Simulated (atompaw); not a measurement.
**Building the PAW (atompaw) potential for lanthanum (PBE, scalar-relativistic).**

Input for atompaw 4.2.0.5:

```
La 57
GGA-PBE scalarrelativistic loggrid 2001 logderivrange -5 5 251
6 6 5 4 0 0
6 1 0
5 2 1
4 3 0
0 0 0
c
c
c
c
v
v
c
c
c
v
v
c
c
v
v
3
3.00 2.65 2.50 2.65
n
n
y
0.5
n
y
1.65
n
custom polynom2 7 10 vanderbiltortho sinc
bessel
2.15
2.25
2.85
3.00
3.00
3.00
1.30
1.30
PWSCFOUT
UPFDX 0.0125d0 UPFXMIN -7.d0 UPFZMESH 57.d0
END
```

Command:

```bash
atompaw < La.input > La.log
```

The program printed (summary file):

```
Completed calculations for La (AE)

 Exchange-correlation type: GGA, Perdew-Burke-Ernzerhof

 Radial integration grid is logarithmic
 r0 =   1.1779470E-04 h =   6.7142977E-03   n =      2001 rmax =   8.0000000E+01

 Scalar relativistic calculation

 AEatom converged in  34 iterations
   nz     =  57.00
   delta  =       8.186973944717E-15

 All Electron Orbital energies:
  n  l      occupancy      energy
  1  0      2.0000000E+00 -2.8482624E+03
  2  0      2.0000000E+00 -4.5341349E+02
  3  0      2.0000000E+00 -9.6979951E+01
  4  0      2.0000000E+00 -1.9584330E+01
  5  0      2.0000000E+00 -2.8608766E+00
  6  0      2.0000000E+00 -2.7044798E-01
  2  1      6.0000000E+00 -4.0635997E+02
  3  1      6.0000000E+00 -8.1956789E+01
  4  1      6.0000000E+00 -1.4699570E+01
  5  1      6.0000000E+00 -1.6464004E+00
  6  1      0.0000000E+00 -9.9352956E-02
  3  2      1.0000000E+01 -6.0379653E+01
  4  2      1.0000000E+01 -7.6327052E+00
  5  2      1.0000000E+00 -2.2713922E-01
  4  3      0.0000000E+00 -3.1934720E-01

 Total energy
   Total                    :   -16986.57077795511213

 ---
 Completed calculations for La (SC)

 Exchange-correlation type: GGA, Perdew-Burke-Ernzerhof

 Radial integration grid is logarithmic
 r0 =   1.1779470E-04 h =   6.7142977E-03   n =      2001 rmax =   8.0000000E+01

 Scalar relativistic calculation

 SCatom converged in   4 iterations
   nz     =  57.00
   delta  =       4.136035787363E-15

 Valence Electron Orbital energies:
  n  l      occupancy      energy
   5  0      2.0000000E+00 -2.8608766E+00
   6  0      2.0000000E+00 -2.7044798E-01
   5  1      6.0000000E+00 -1.6464004E+00
   6  1      0.0000000E+00 -9.9352955E-02
   5  2      1.0000000E+00 -2.2713922E-01
   4  3      0.0000000E+00 -3.1934720E-01

 Total energy
   Total                    :   -16986.57077792681957
   Valence                  :     -457.86625580544967

 PAW parameters:
       lmax =            3
         rc =    3.0002549468383508
        irc =         1512
   rc_shape =    2.6586935749087521
    rc_vloc =    2.5027832826301206
    rc_core =    2.6586935749087521
   Vloc: truncated form - Vps(r)=A.sin(qr)/r for r<rc
   Projector type: improved polynomial pseudization + Vanderbilt ortho.
   Sinc^2 compensation charge shape zeroed at   2.6587E+00

 Number of basis functions     8
 No.   n  nodes  l      Energy         Cp coeff         Occ
  1    5    4    0   -0.2860877E+01 -0.2246269E+01  0.2000000E+01
  2    6    5    0   -0.2704480E+00  0.5842336E+02  0.2000000E+01
  3    5    3    1   -0.1646400E+01  0.2187854E+02  0.6000000E+01
  4    6    4    1   -0.9935295E-01 -0.3124615E+03  0.0000000E+00
  5    5    2    2   -0.2271392E+00 -0.4338569E+02  0.1000000E+01
  6  999    3    2    0.5000000E+00 -0.3407660E+00  0.0000000E+00
  7    4    0    3   -0.3193472E+00 -0.6654144E+00  0.0000000E+00
  8  999    1    3    0.1650000E+01 -0.3847810E+01  0.0000000E+00

 Eigenvalues of overlap operator (in the basis of projectors):
    1        5.92801084E-02
    2        3.09865271E-01
    3        2.15582944E+00
    4        2.65892720E+00
    5        6.72803677E+01
    6        1.08361752E+03
    7        1.10402524E+03
    8        1.06539858E+06

 Orbital leakage outside PAW augmentation regions
   orb  is_core?  %out_of_sphere
   1 0    T           0.00
   2 0    T           0.00
   3 0    T          -0.00
   4 0    T           0.00
   5 0    F           1.15
   6 0    F          84.77
   2 1    T           0.00
   3 1    T           0.00
   4 1    T           0.00
   5 1    F           4.55
   6 1    F          95.25
   3 2    T           0.00
   4 2    T           0.00
   5 2    F          41.75
   4 3    F           2.41

 Summary of PAW energies
   Total valence energy     :   -457.86754857565637
   Smooth energy            :     13.15142952467863
   One center               :   -471.01897810033500
   Smooth kinetic           :      8.18181660133156
   Vloc energy              :      4.41379829878845
   Smooth exch-corr         :     -5.19987826177532
   One-center xc            :   -400.97587174579905
```

The run took about 9.5 s on one core of a shared server CPU.
